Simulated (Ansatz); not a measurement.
Computed with frozen-core CCSD(T)/cc-pVTZ // PBE-D3(BJ)/def2-TZVP (Ansatz, a program for electronic structure).

Ansatz 0.2 input:
```yaml
crystal:
  periodic: [false, false, false]
  atoms:
    - { symbol: B, position_ang: [0.901053, -0.093103, -0.483913] }
    - { symbol: C, position_ang: [-0.377889, -0.76767, -0.089591] }
    - { symbol: O, position_ang: [-1.401924, 0.153583, -0.475721] }
    - { symbol: C, position_ang: [-0.206554, 0.831479, -0.078232] }
    - { symbol: H, position_ang: [2.073737, -0.219704, -0.349021] }
    - { symbol: H, position_ang: [-0.653664, -1.44053, 0.727669] }
    - { symbol: H, position_ang: [-0.33476, 1.535943, 0.74881] }
basis:
  gaussian: { orbitals: cc-pVTZ }
correlation:
  method: ccsd_t
```

Output:

```
Functional definition: HF
942 factors; integrals over basis functions are off by at most 1.1e-3 eV
mean field evaluation 1: about -4813.1697 eV, gradient 2.7e1 eV
mean field evaluation 2: about -4813.1737 eV, gradient 2.7e1 eV
mean field evaluation 4: about -4815.1637 eV, gradient 4.8e0 eV
mean field evaluation 8: about -4815.2214 eV, gradient 7.1e-4 eV
mean field evaluation 16: about -4815.2176 eV, gradient 2.7e-1 eV
mean field -4815.22137604 eV, -176.9561216951 hartree, gradient 3.5e-6 eV, S^2 0.000000; 0 other end points of the search recorded, 0 dependent functions left out
4 core orbitals not correlated
reference -4815.22137604 eV, -176.9561216951 hartree; 10, 10 occupied and 148, 148 virtual orbitals, 942 factors
second order -17.84104684 eV of doubles, -0.00000000 eV of singles
cycle   1  -17.64629090 eV  change    1.9e-1 eV  update   1.0e-1
cycle   2  -18.14157819 eV  change   -5.0e-1 eV  update   3.3e-2
cycle   3  -18.25917930 eV  change   -1.2e-1 eV  update   1.8e-2
cycle   4  -18.24905162 eV  change    1.0e-2 eV  update   5.7e-3
cycle   5  -18.24820070 eV  change    8.5e-4 eV  update   3.9e-3
cycle   6  -18.25074901 eV  change   -2.5e-3 eV  update   1.7e-3
cycle   7  -18.24993366 eV  change    8.2e-4 eV  update   7.7e-4
cycle   8  -18.24975739 eV  change    1.8e-4 eV  update   1.8e-4
cycle   9  -18.24985434 eV  change   -9.7e-5 eV  update   6.3e-5
cycle  10  -18.24984900 eV  change    5.3e-6 eV  update   2.1e-5
perturbative correction -0.91404709 eV, -0.0335906109 hartree
Total energy: -4834.38527212 eV, -177.6603818865 hartree
```

Cost: roughly 22 core-seconds.
